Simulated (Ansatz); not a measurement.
Breaking a bond: AsH (cation, charge +1), lowest doublet found (which spin is the ground state isn't settled by this scan).

Computed with: UHF/aug-cc-pVTZ (Ansatz, a quantum-chemistry and plane-wave program); UMP2 = Ansatz with MP2 on UHF/aug-cc-pVTZ, cores with 3d frozen; UCCSD = CCSD on UHF/aug-cc-pVTZ, cores with 3d frozen run with Ansatz; UCCSD(T) = Ansatz with CCSD(T) on UHF/aug-cc-pVTZ, cores with 3d frozen; UKS-CAM-B3LYP = unrestricted CAM-B3LYP/aug-cc-pVTZ run with Ansatz; UKS-PBE0 = unrestricted PBE0/aug-cc-pVTZ in Ansatz; UKS-PBE = unrestricted PBE/aug-cc-pVTZ in Ansatz; FCI = Ansatz with full CI/aug-cc-pVTZ, cores with 3d frozen.

All curves are set to zero at 1.53 Å and compared with full CI in the same basis at 1.53, 1.57, 1.62, 1.71, 1.79, 1.90, 2.04, 2.17, 2.38, 2.64, 2.97, 3.33, 3.73 Å.

### Question
Order the methods by the spread of their error (largest minus smallest) over these points.

### Answer
UKS-PBE has the smallest spread and UHF the largest. In order (kJ/mol): UKS-PBE 16.64, UKS-CAM-B3LYP 20.59, UKS-PBE0 23.88, UCCSD(T) 36.25, UCCSD 37.22, UMP2 62.62, UHF 111.55.

Errors against full CI at some of the points (kJ/mol):

```json
[
 {"method": "UKS-PBE", "1.90 Å": "-7.3", "2.38 Å": "-1.6", "2.97 Å": "-10.9", "3.73 Å": "-16.6"},
 {"method": "UKS-CAM-B3LYP", "1.90 Å": "6.4", "2.38 Å": "20.6", "2.97 Å": "7.2", "3.73 Å": "5.5"},
 {"method": "UKS-PBE0", "1.90 Å": "2.9", "2.38 Å": "15.6", "2.97 Å": "-3.4", "3.73 Å": "-7.2"},
 {"method": "UCCSD(T)", "1.90 Å": "0.6", "2.38 Å": "5.5", "2.97 Å": "11.1", "3.73 Å": "-1.4"},
 {"method": "UCCSD", "1.90 Å": "2.4", "2.38 Å": "11.3", "2.97 Å": "9.3", "3.73 Å": "-3.6"},
 {"method": "UMP2", "1.90 Å": "12.6", "2.38 Å": "35.2", "2.97 Å": "-6.2", "3.73 Å": "-19.9"},
 {"method": "UHF", "1.90 Å": "18.3", "2.38 Å": "-14.9", "2.97 Å": "-75.2", "3.73 Å": "-91.5"}
]
```

The scan ran from 1.08 to 5.05 Å; beyond the distances shown full CI changes its symmetry label. The unrestricted determinant behind UHF, UMP2, UCCSD, UCCSD(T) is spin-contaminated at 2.04 to 3.73 Å (<S²> up to 1.8, against 0.75 for a pure doublet). The unrestricted determinant behind UKS-CAM-B3LYP, UKS-PBE0 is spin-contaminated at 2.38 to 3.73 Å (<S²> up to 1.8, against 0.75 for a pure doublet). The unrestricted determinant behind UKS-PBE is spin-contaminated at 2.64 to 3.73 Å (<S²> up to 1.8, against 0.75 for a pure doublet).
